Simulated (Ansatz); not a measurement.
Isolated molecules relaxed with PBE0-D4/def2-TZVP in Ansatz; ΔE leaves out vibrations. CCSD(T)/CBS is the MP2 limit (def2-TZVPP, def2-QZVPP) plus CCSD(T) − MP2 in def2-TZVPP, frozen cores. Functionals use def2-TZVPP. B3LYP here is the variant with VWN-RPA as its local correlation; programs differ in this. One conformer a species, not always the lowest.

Consider the redistribution: `F[Si]1(F)CO1` + `CC(C)[NH][AlH2]` → `F[SiH]1CO1` + `CC(C)[NH][AlH][F]`.

```csv
level,ΔE (kJ/mol),difference from CCSD(T)/CBS
r2SCAN-D4,-49.2,2.2
B3LYP-D4,-50.9,0.5
ωB97M-V,-48.9,2.5
B2PLYP,-52.2,-0.8
PBE,-53.0,-1.6
PBE0,-50.6,0.8
HF/def2-TZVPP,-44.1,7.3
MP2/def2-TZVPP,-51.9,-0.5
CCSD/def2-TZVPP,-48.3,3.1
HF/def2-QZVPP,-44.8,6.6
CCSD(T)/CBS,-51.4,0
```

Largest T1 diagnostic among the species: 0.013.

In def2-TZVPP, CCSD(T) changes the Hartree–Fock value by −4.3 kJ/mol (the triples alone add −0.0 kJ/mol) and MP2 by −7.8 kJ/mol.
